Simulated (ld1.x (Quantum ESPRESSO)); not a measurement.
## Configuration tests for O (TM semilocal)

* Element: oxygen
* Generator: ld1.x (Quantum ESPRESSO) 7.5
* Type: norm-conserving Troullier–Martins (semilocal form)
* Functional: LDA (PZ)
* Relativity: non-relativistic
* Frozen core: [He]
* Valence charge: 6
* Reference configuration: 2s2 2p4
* Partial waves: 2p (bound): rc 0.95 bohr; 2s (bound): rc 0.65 bohr
* Local potential: the s channel
* Core correction: Bessel-smoothed model core inside 0.65 bohr

Energies are relative to the spin-unpolarised reference configuration 2s2 2p4; without spin polarisation the order of configurations can differ from experiment. Spin-polarised rows fill each open shell by Hund’s rule, majority spin first.

```tsv
valence configuration	charge	ΔE all-electron (eV)	error AE − PS (meV)
2s2 2p3	+1	16.592	+0.7
2s2 2p2	+2	50.307	+18
2s2 2p1	+3	104.274	+113
2s2 2p0	+4	181.227	+429
2s2 2p4.3	-0.3	-2.176	0.0
2s0 2p6	0	29.121	+45
2s2 2p4 (spin-polarised)	0	-1.409	+60
2s2 2p3 (spin-polarised)	+1	12.580	+185
```

Question: What are ΔE and the potential's error for 2s2 2p3.5?

Answer: ΔE = 6.370 eV all-electron; the error (AE − PS) is 0.0 meV.
